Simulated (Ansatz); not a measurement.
Start from `CN(C)C(=O)C(C)(C)C` and change one atom or group to get `CCCC(=O)N(C)C`.

Ansatz, PBE0-D4/def2-TZVP geometries, multiplicity 1. Each molecule was computed in one conformer, which needn't be the lowest.

```json
{"property": "size of the dipole moment (ωB97M-V/def2-TZVPP) / D", "`CN(C)C(=O)C(C)(C)C`": "3.45"}
{"property": "HOMO–LUMO gap (PBE/def2-TZVPP) / eV", "`CN(C)C(=O)C(C)(C)C`": "5.13"}
{"property": "HOMO energy (ωB97M-V/def2-TZVPP) / eV", "`CN(C)C(=O)C(C)(C)C`": "-9.12"}
{"property": "HOMO energy (PBE0/def2-TZVPP) / eV", "`CN(C)C(=O)C(C)(C)C`": "-6.85"}
{"property": "HOMO–LUMO gap (ωB97M-V/def2-TZVPP) / eV", "`CN(C)C(=O)C(C)(C)C`": "11.46"}
{"property": "HOMO energy (PBE/def2-TZVPP) / eV", "`CN(C)C(=O)C(C)(C)C`": "-5.40"}
```

(1) What does the change do to each property? (Best estimate.)

## Answers

(1) Ansatz gave: 
| property | `CCCC(=O)N(C)C` | shift |
| --- | --- | --- |
| size of the dipole moment (ωB97M-V/def2-TZVPP) / D | 3.50 | 0.05 |
| HOMO–LUMO gap (PBE/def2-TZVPP) / eV | 5.31 | 0.18 |
| HOMO energy (ωB97M-V/def2-TZVPP) / eV | -9.13 | -0.01 |
| HOMO energy (PBE0/def2-TZVPP) / eV | -6.86 | -0.01 |
| HOMO–LUMO gap (ωB97M-V/def2-TZVPP) / eV | 11.41 | -0.05 |
| HOMO energy (PBE/def2-TZVPP) / eV | -5.51 | -0.11 |

Dipoles are sizes alone; their direction can turn.
